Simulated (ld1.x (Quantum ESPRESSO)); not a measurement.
# What one change does to a pseudopotential (lead, TM)

lead (Pb), norm-conserving Troullier–Martins (Kleinman–Bylander form), made with ld1.x (Quantum ESPRESSO) 7.5 (LDA (PZ), scalar-relativistic). Core [Xe] 4f14 5d10, reference 6s2 6p2. Waves: 6s (bound): rc 2.10 bohr; 6p (bound): rc 2.25 bohr; 6d channel at 0.05 Ry: rc 2.10 bohr. Local part: the d channel. Core correction: none.

Change: wave 6d channel at 0.05 Ry: rc 2.10 bohr becomes 6d channel at 0.75 Ry: rc 2.10 bohr.

Cutoffs: the cutoffs (Ry, on a coarse ladder) from which the occupation-weighted sum of valence levels, in a spherical-Bessel basis at the reference potential, stays within 10 and 1 mRy of its value at 400 Ry; they do not see the model core or the augmentation charge, which bear on the density cutoff. Errors are all-electron minus pseudo energies relative to the spin-unpolarised reference configuration.

Problem. How do hardness, ghosts and transferability respond?

Solution. The potential gets neither clearly harder nor softer (25 Ry and 40 Ry → 25 Ry and 35 Ry); both files keep a bound ghost (p, s); the number of tests that count goes from 9 to 8; of the 8 tests that both files solve, the error grows in 3 and shrinks in 0 by more than 15 % and 0.3 meV (median size 29.6 → 30.7 meV); the range in which the s phases agree narrows (upper end 2.7 → 1.4).

```tsv
quantity	base	changed
cutoff, loose	25 Ry	25 Ry
cutoff, tight	40 Ry	35 Ry
loose cutoff by channel (10 mRy a level)	s 21 Ry, p 8 Ry	s 18 Ry, p 6 Ry
bound ghosts	s, p	s, p
tests counted (converged, no solver errors)	9 of 9	8 of 9
error for 6s2 6p1, meV [ΔE 6.83 eV]	+5.1	+6.5
error for 6s2 6p0, meV [ΔE 20.59 eV]	+55	+63
error for 6s1 6p3, meV [ΔE 8.82 eV]	+16	+17
error for 6s2 6p1.5, meV [ΔE 2.61 eV]	+0.5	+0.8
error for 6s1 6p2, meV [ΔE 16.43 eV]	+3.6	+7.1
error for 6s0 6p4, meV [ΔE 18.03 eV]	+96	+98
error for 6s2 6p2 (spin-polarised), meV [ΔE -0.45 eV]	+89	+89
error for 6s2 6p1 (spin-polarised), meV [ΔE 6.69 eV]	+43	+44
s: phases at 2.46 bohr within 0.05 rad from the reference energy up to (Ry; the scan ends near 5)	2.7	1.4
p: phases at 2.46 bohr within 0.05 rad from the reference energy up to (Ry; the scan ends near 5)	4.9	to the end of the scan
d: phases at 2.46 bohr within 0.05 rad from the reference energy up to (Ry; the scan ends near 5)	0.5	n/a
```

Changed file: Tests not counted: 6s1 6p0 (solver errors, printed error +4.7 eV). A true bound ghost makes a file unfit for plane-wave use even where its test errors are small: the radial tests pick states by their node count and pass the ghost by. Where a test does run into it, the solver fails or the error is huge.
